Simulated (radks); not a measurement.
Task: Successive ionisation energies (eV) of one element, from differences of total energies of ions in their ground configurations, starting at charge 0: 9.152, 17.922, 27.708, 50.647, 63.503, 121.62, 151.86, 184.13, 218.34, 254.40, 292.24, 331.79, 373.01, 415.85, 460.26, 591.24, 634.43, 678.36, 722.94, 768.10, 813.69, 913.55. All-electron calculation, Dirac Kohn-Sham, PBE, spin-unpolarised, spherical densities, point nucleus; open shells are shared between the two j in proportion to 2j + 1. Program: a radial shooting solver on a logarithmic mesh with Libxc functionals. Which element is it?

Result: Arsenic (Z = 33). The first species listed is As in [Ar] 3d10 4s2 4p3, the last As21+ in [Ne] 3s2.
